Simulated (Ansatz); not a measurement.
Ga₁₂As₁₁H₃₂⁻, a nanocrystal cut from zinc blende GaAs (hydrogen-capped). Total charge -1; triplet. Geometry PBE-D4/def2-SVP, that of the charge -1 singlet; atoms count from 1.

Cartesian coordinates in Å:
```
As -4.312 1.648 0.176
As -0.694 -2.195 3.911
As 1.351 -3.735 0.356
As -2.762 0.265 -3.178
As -0.059 -2.312 -3.010
As -1.662 -1.209 0.359
As -0.842 2.380 1.757
As 2.021 -0.210 1.843
As 0.677 1.379 -1.754
As 3.454 -1.395 -1.635
As 3.999 2.553 -0.064
Ga -2.710 -1.483 2.591
Ga -3.589 -0.479 -1.000
Ga -3.167 3.327 1.666
Ga -0.816 -3.174 -0.817
Ga 1.456 -0.904 4.166
Ga 3.171 -2.054 0.770
Ga -1.981 -1.697 -4.521
Ga -1.426 2.327 -2.719
Ga 1.583 -0.460 -3.067
Ga 0.117 0.484 0.442
Ga 3.634 1.645 2.254
Ga 2.194 3.342 -1.640
H -5.046 2.472 -0.882
H -5.564 1.240 0.957
H -1.135 -2.596 5.322
H -0.363 -3.615 3.450
H 1.958 -4.973 -0.310
H 1.048 -4.397 1.700
H -4.053 0.720 -3.866
H 0.647 -3.494 -3.683
H -0.510 2.056 3.210
H 0.154 3.519 1.576
H 4.079 -2.589 -2.361
H 4.687 -0.494 -1.702
H 4.925 1.592 -0.810
H 5.029 3.679 0.061
H -3.778 -2.651 2.611
H -3.054 -0.014 3.096
H -4.809 -1.488 -0.929
H -3.796 3.163 3.108
H -3.094 4.693 0.878
H -1.702 -4.483 -0.890
H 2.554 -1.915 4.705
H 1.013 0.379 4.987
H 4.473 -2.720 1.369
H -3.068 -2.850 -4.448
H -1.358 -1.209 -5.895
H -1.099 3.112 -4.055
H -2.161 3.050 -1.499
H 2.169 -0.187 -4.510
H 2.869 2.812 3.007
H 5.008 1.053 2.783
H 1.472 4.489 -0.814
H 2.868 3.605 -3.050
```

Single mean-field runs in def2-SVP are fitted with def2-universal-jkfit. The highest occupied level of the charge -1 triplet lies above zero (up to 0.06 eV). By energy differences its removal costs 0.83 eV (vertical, to the charge 0 doublet, at PBE0-D4/def2-SVP); self-interaction error and the lack of diffuse functions both raise the level. At PBE0-D4/def2-SVP a singlet of charge -1 lies 4.40 eV below the triplet at the same geometry.

Q: Estimate the Mulliken populations of the heavy atoms from the PBE0/def2-SVP orbitals of Ansatz.

A: 
```csv
atom,charge (e),spin (α − β)
As1,-0.09,0.00
As2,-0.08,0.01
As3,-0.14,0.04
As4,-0.27,0.00
As5,-0.30,0.01
As6,-0.41,0.07
As7,-0.06,0.00
As8,-0.27,0.25
As9,-0.33,0.29
As10,-0.14,0.10
As11,-0.08,0.09
Ga12,0.15,0.05
Ga13,0.27,0.05
Ga14,0.17,0.01
Ga15,0.32,0.01
Ga16,0.12,0.17
Ga17,0.30,0.04
Ga18,0.20,0.01
Ga19,0.17,0.10
Ga20,0.32,-0.01
Ga21,0.07,0.29
Ga22,0.13,0.06
Ga23,0.17,0.02
```
Mulliken values and Mayer orders depend strongly on the basis.

Q: Where does the spin sit?

A: Summed by element: As 0.87, Ga 0.79, H 0.34, of 2 unpaired in all. Largest on single atoms: As9 0.29, Ga21 0.29, As8 0.25.

Q: And the Mayer bond orders between bonded heavy atoms (over 0.3)?

A: As1–Ga13 0.68 (2.54 Å); As1–Ga14 0.69 (2.52 Å); As2–Ga12 0.66 (2.51 Å); As2–Ga16 0.68 (2.52 Å); As3–Ga15 0.67 (2.53 Å); As3–Ga17 0.71 (2.51 Å); As4–Ga13 0.85 (2.45 Å); As4–Ga18 0.69 (2.50 Å); As4–Ga19 0.73 (2.50 Å); As5–Ga15 0.79 (2.47 Å); As5–Ga18 0.67 (2.52 Å); As5–Ga20 0.80 (2.48 Å); As6–Ga12 0.69 (2.48 Å); As6–Ga13 0.75 (2.47 Å); As6–Ga15 0.81 (2.44 Å); As6–Ga21 0.83 (2.46 Å); As7–Ga14 0.68 (2.51 Å); As7–Ga21 0.79 (2.50 Å); As8–Ga16 0.62 (2.49 Å); As8–Ga17 0.85 (2.42 Å); As8–Ga21 0.60 (2.46 Å); As8–Ga22 0.72 (2.49 Å); As9–Ga19 0.59 (2.50 Å); As9–Ga20 0.82 (2.43 Å); As9–Ga21 0.71 (2.44 Å); As9–Ga23 0.73 (2.48 Å); As10–Ga17 0.73 (2.51 Å); As10–Ga20 0.66 (2.53 Å); As11–Ga22 0.65 (2.52 Å); As11–Ga23 0.64 (2.52 Å).
